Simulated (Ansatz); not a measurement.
Relaxation of GeH4O2S (8 atoms, charge 0, multiplicity 1), to a largest force component of 0.02 eV/Å in at most 50 steps.

Theory: Ansatz 0.2.0, RKS PBE-D4/def2-SVP.

```xyz
8
Properties=species:S:1:pos:R:3
O -0.604 1.160 -0.931
Ge 0.129 0.335 0.409
O 1.799 -0.023 -0.033
S -0.879 -1.549 0.800
H -1.572 1.373 -0.642
H -1.272 -1.464 2.120
H 1.795 -0.585 -0.828
H -0.676 -2.008 -0.510
```

Task: Where does it end, and by what steps?

Result: It converged. The force dipped under the threshold on the way, but the program's further checks kept it going. After 25 steps the energy has fallen by 4.226 eV; H5 moved furthest, 0.93 Å. Parted: Ge2–S4.

| step | energy less start (eV) | largest force component (eV/Å) | accepted |
| --- | --- | --- | --- |
| 0 | 0.0000 | 3.957 | yes |
| 1 | -1.2291 | 1.968 | yes |
| 2 | -2.0599 | 1.668 | yes |
| 3 | -2.7196 | 2.016 | yes |
| 4 | -3.2976 | 2.040 | yes |
| 5 | -3.7678 | 1.696 | yes |
| 6 | -3.9547 | 1.137 | yes |
| 7 | -4.0134 | 0.633 | yes |
| 8 | -4.0618 | 0.350 | yes |
| 9 | -4.0894 | 0.603 | yes |
| 10 | -4.1167 | 0.136 | yes |
| 11 | -4.1239 | 0.243 | yes |
| 12 | -4.1301 | 0.131 | yes |
| 13 | -4.1395 | 0.211 | yes |
| 14 | -4.1283 | 0.818 | no |
| 15 | -4.1489 | 0.199 | yes |
| 16 | -4.1624 | 0.322 | yes |
| 17 | -4.1796 | 0.335 | yes |
| 18 | -4.1662 | 1.181 | no |
| 19 | -4.1968 | 0.244 | yes |
| 20 | -4.2091 | 0.302 | yes |
| 21 | -4.2137 | 0.453 | yes |
| 22 | -4.2228 | 0.212 | yes |
| 23 | -4.2252 | 0.046 | yes |
| 24 | -4.2256 | 0.015 | yes |
| 25 | -4.2258 | 0.015 | yes |

```xyz
8
Properties=species:S:1:pos:R:3
O -0.370 1.294 -1.078
Ge 0.110 0.752 0.601
O 1.322 -0.463 -0.062
S -1.456 -1.973 0.744
H -1.037 2.006 -1.065
H -1.000 -2.100 2.021
H 1.324 -0.364 -1.038
H -0.171 -1.913 0.261
```

Whether the end is a true minimum wasn't checked by a vibrational analysis.

The run took 46 s on 2 threads of Arm Neoverse V1 (shared host), peak memory 0.19 GiB.
